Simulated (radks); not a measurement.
Isoelectronic series with 5 electrons, all held in the configuration [He] 2s2 2p1, which need not be the ground one along the series. Calculated with a radial shooting solver on a logarithmic mesh with Libxc functionals: scalar-relativistic Kohn-Sham, SCAN, spin-polarised, spherical densities, finite nucleus; open shells are filled with parallel spins first (spin-orbit coupling, left out, can overturn this in heavy ions); meta-GGA in the generalised Kohn-Sham scheme; Fermi nuclear charge, rms radius of each element as measured or else 0.836 A^(1/3) + 0.57 fm. Total energies (hartree) and mean radii <r> (bohr):

ion,E (hartree),2p up,2s down,2s up,1s down
Eu58+,-5623.7672,0.07927,0.09106,0.09090,0.02223
Gd59+,-5817.8036,0.07788,0.08936,0.08921,0.02182
Tb60+,-6015.8277,0.07653,0.08770,0.08756,0.02142
Dy61+,-6217.7615,0.07523,0.08610,0.08596,0.02103
Ho62+,-6423.8004,0.07396,0.08454,0.08440,0.02066
Er63+,-6633.9107,0.07273,0.08302,0.08289,0.02029
Tm64+,-6848.2128,0.07154,0.08154,0.08142,0.01993
Yb65+,-7066.6762,0.07038,0.08010,0.07998,0.01959
Lu66+,-7289.4233,0.06925,0.07870,0.07859,0.01925
W69+,-7984.0738,0.06604,0.07470,0.07460,0.01828
Re70+,-8224.6193,0.06503,0.07344,0.07334,0.01797
Os71+,-8469.7491,0.06405,0.07220,0.07210,0.01767
Ir72+,-8719.6224,0.06309,0.07099,0.07090,0.01738
Au74+,-9233.7263,0.06124,0.06865,0.06856,0.01681
Hg75+,-9498.1358,0.06035,0.06752,0.06744,0.01653
Tl76+,-9767.6004,0.05948,0.06641,0.06633,0.01626
